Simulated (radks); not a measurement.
The numbers below are computed, except where a source is named.
All-electron atom: Pt in [Xe] 4f14 5d9 6s1 (the NIST ground configuration). Code: a radial shooting solver on a logarithmic mesh with Libxc functionals. Model: scalar-relativistic Kohn-Sham, PBE, spin-polarised, spherical densities, finite nucleus; open shells are filled with parallel spins first (spin-orbit coupling, left out, can overturn this in heavy ions); Fermi nuclear charge, rms radius 5.427 fm; hard spherical wall at 8 bohr. Some entries of the table are withheld. Estimate them.

orbital  occ.  eigenvalue (hartree)  <r> (bohr)  <r^2> (bohr^2)
1s up       1             -2881.017     0.01715       0.0004062
1s down     1             -2881.017     0.01715       0.0004062
2s up       1             -506.1508     0.07236        0.006203
2s down     1             -506.1485     0.07236        0.006203
2p up       3             -438.7928     0.06523        0.005202
2p down     3             -438.7908     0.06523        0.005202
3s up       1             -118.8891      0.1871         0.04005
3s down     1             -118.8880      0.1871         0.04004
3p up       3             -99.26244      0.1882         0.04106
3p down     3             -99.26126      0.1882         0.04106
3d up       5             -77.94126      0.1704         0.03401
3d down     5             -77.93947      0.1704         0.03401
4s up       1             -25.54253      0.4151          0.1945
4s down     1             -25.53998      0.4151          0.1945
4p up       3             -19.10338      0.4419          0.2220
4p down     3             -19.10091      0.4419          0.2219
4d up       5             -11.27210      0.4682          0.2534
4d down     5             -11.26921      0.4682          0.2534
5s up       1              -3.74166      0.9533           1.020
5s down     1              -3.72534      0.9521           1.017
4f up       7              -2.57192      0.5164          0.3251
4f down     7              -2.56777      0.5159          0.3243
5p up       3              -2.06351       1.106           1.386
5p down     3              -2.04234       1.103           1.379
5d up       5              -0.23622       1.702           3.515
6s up       1              -0.22042       2.863           9.331
5d down     4              -0.20345       1.692           3.486
6s down     0              -0.18275       2.911           9.674
6p up       0              -0.02118       3.849           16.46
6p down     0               0.00762       3.930           17.11
7s up       0               0.13889       4.907           26.68
7s down     0               0.16211       4.880           26.52
5f up       0               0.27670         (1)           27.73
5f down     0               0.29745         (2)           27.97

Answer. 
(1) 5f up <r> (bohr): 5.139
(2) 5f down <r> (bohr): 5.166
